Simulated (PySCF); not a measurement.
# Energy of Sr (strontium, neutral) between two integer charges

The 5s beta orbital of [Kr] 5s2 is emptied in steps (occupation f), with all orbitals relaxed, ending at [Kr] 5s1. Calculation: PySCF 2.14, in def2-TZVP with the def2 core potential (28 electrons); scalar relativity through the core potential. The exact energy is a straight line in f; departures are measured from the line between the end points of the same method.

```csv
f,UHF (eV),LDA (eV),PBE (eV),PBE0 (eV),r2SCAN (eV),LC-wPBE (eV),BHandHLYP (eV),CAM-B3LYP (eV),r2SCAN0 (eV)
1,0.000,0.000,0.000,0.000,0.000,0.000,0.000,0.000,0.000
0.75,0.031,-0.421,-0.413,-0.297,-0.342,0.025,-0.221,-0.167,-0.257
0.5,0.038,-0.564,-0.555,-0.397,-0.442,0.030,-0.301,-0.230,-0.334
0.25,0.027,-0.424,-0.418,-0.297,-0.316,0.020,-0.232,-0.180,-0.242
0,0.000,0.000,0.000,0.000,0.000,0.000,0.000,0.000,0.000
```

```tsv
method	E(f=0) − E(f=1) (eV)	−ε at f=1 (eV)	−ε at f=0.5 (eV)
UHF	4.744	4.929	4.732
LDA	5.869	3.636	5.862
PBE	5.705	3.524	5.687
PBE0	5.619	4.045	5.615
r2SCAN	5.432	3.580	5.506
LC-wPBE	5.432	5.578	5.415
BHandHLYP	5.569	4.413	5.540
CAM-B3LYP	5.691	4.822	5.658
r2SCAN0	5.457	4.071	5.501
```

Orbital energy along the path (eV):

```
   f     UHF     LDA     PBE    PBE0  r2SCAN  LC-wPBE  BHandHLYP  CAM-B3LYP  r2SCAN0
   1  -4.929  -3.636  -3.524  -4.045  -3.580   -5.578     -4.413     -4.822   -4.071
0.75  -4.817  -4.736  -4.589  -4.823  -4.546   -5.490     -4.961     -5.226   -4.789
 0.5  -4.732  -5.862  -5.687  -5.615  -5.506   -5.415     -5.540     -5.658   -5.501
0.25  -4.665  -6.996  -6.828  -6.426  -6.346   -5.373     -6.163     -6.136   -6.132
   0  -4.613  -8.122  -7.673  -6.960  -6.852   -5.299     -6.801     -6.703   -6.659
```

Reference removal energy between the ground levels: 5.695 eV (measured; NIST Atomic Spectra Database, ionization energies). UHF lacks correlation.
